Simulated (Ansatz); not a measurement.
CH6BNOSe, SMILES `NCB(O)[SeH]` at its PBE0-D4/def2-TZVP geometry, where that method's forces vanish. The species carries charge 0 and has multiplicity 1.

```
atom   x (Å)   y (Å)   z (Å)
  N1   0.292  -0.789  -1.650
  C2   0.370   0.506  -0.947
  B3  -0.001   0.328   0.573
  O4   0.921  -0.227   1.400
 Se5  -1.825   0.799   1.129
  H6  -0.650  -1.161  -1.591
  H7   0.897  -1.464  -1.197
  H8  -0.275   1.216  -1.471
  H9   1.392   0.887  -1.051
 H10   0.620  -0.393   2.295
 H11  -1.743   0.298   2.510
```

(1) For each bond, give half the difference of the two atoms' forces along it (eV/Å; positive pushes the atoms apart) under PBE-D4, r2SCAN-D4, B3LYP-D4, ωB97M-V in def2-TZVPP. (Estimate.)

Results:

(1) Ansatz gave: 
```json
{"bond": "N1–C2", "length (Å)": "1.476", "PBE-D4": "0.18", "r2SCAN-D4": "0.28", "B3LYP-D4": "0.29", "ωB97M-V": "0.24"}
{"bond": "N1–H6", "length (Å)": "1.014", "PBE-D4": "0.24", "r2SCAN-D4": "0.00", "B3LYP-D4": "-0.05", "ωB97M-V": "-0.07"}
{"bond": "N1–H7", "length (Å)": "1.014", "PBE-D4": "0.24", "r2SCAN-D4": "-0.01", "B3LYP-D4": "-0.05", "ωB97M-V": "-0.07"}
{"bond": "C2–B3", "length (Å)": "1.575", "PBE-D4": "-0.13", "r2SCAN-D4": "-0.10", "B3LYP-D4": "-0.07", "ωB97M-V": "-0.03"}
{"bond": "C2–H8", "length (Å)": "1.093", "PBE-D4": "0.09", "r2SCAN-D4": "-0.06", "B3LYP-D4": "-0.10", "ωB97M-V": "-0.09"}
{"bond": "C2–H9", "length (Å)": "1.095", "PBE-D4": "0.11", "r2SCAN-D4": "-0.04", "B3LYP-D4": "-0.10", "ωB97M-V": "-0.11"}
{"bond": "B3–O4", "length (Å)": "1.357", "PBE-D4": "0.35", "r2SCAN-D4": "0.17", "B3LYP-D4": "0.08", "ωB97M-V": "0.12"}
{"bond": "B3–Se5", "length (Å)": "1.964", "PBE-D4": "-0.01", "r2SCAN-D4": "0.02", "B3LYP-D4": "0.12", "ωB97M-V": "-0.01"}
{"bond": "O4–H10", "length (Å)": "0.959", "PBE-D4": "0.35", "r2SCAN-D4": "-0.01", "B3LYP-D4": "-0.02", "ωB97M-V": "-0.07"}
{"bond": "Se5–H11", "length (Å)": "1.471", "PBE-D4": "0.28", "r2SCAN-D4": "-0.01", "B3LYP-D4": "0.05", "ωB97M-V": "-0.11"}
```

B3LYP here is the variant with VWN-RPA as its local correlation; programs differ in this.
